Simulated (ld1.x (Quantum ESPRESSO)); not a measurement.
# Transferability test, TM semilocal potential for B

ld1.x (Quantum ESPRESSO) 7.5 input, shortened:

```
&input
   title='B', zed=5., rel=1, dft='PZ', iswitch=3,
   config='[He] 2s2 2p1 3d-2'
 /
 &inputp
   pseudotype=1, tm=.true., lloc=0,
   nlcc=.false.
 /
3
2P  2  1   1.00   0.00  1.75  1.75  0.0
3D  3  2  -2.00   0.05  1.35  1.35  0.0
2S  1  0   2.00   0.00  1.45  1.45  0.0
 &test
   configts(1)='2s2 2p1'
 /
```

Energies are relative to the spin-unpolarised reference configuration 2s2 2p1; without spin polarisation the order of configurations can differ from experiment. Spin-polarised rows fill each open shell by Hund’s rule, majority spin first.

```
   valence configuration  charge  ΔE all-electron (eV)  error AE − PS (meV)
                 2s2 2p0      +1                 8.327                  +21
                 2s1 2p2       0                 5.686                 +5.7
               2s2 2p1.3    -0.3                -0.772                 +0.2
                 2s0 2p3       0                11.401                  +24
                 2s1 2p1      +1                14.283                 +3.2
2s2 2p1 (spin-polarised)       0                -0.235                  +25
2s1 2p0 (spin-polarised)      +2                32.903                 +214
```

(1) What are ΔE and the potential's error for 2s1 2p0?

(2) What are ΔE and the potential's error for 2s2 2p0.5?

## Answers

(1) ΔE = 33.631 eV all-electron; the error (AE − PS) is +123 meV.

(2) ΔE = 2.943 eV all-electron; the error (AE − PS) is +2.5 meV.
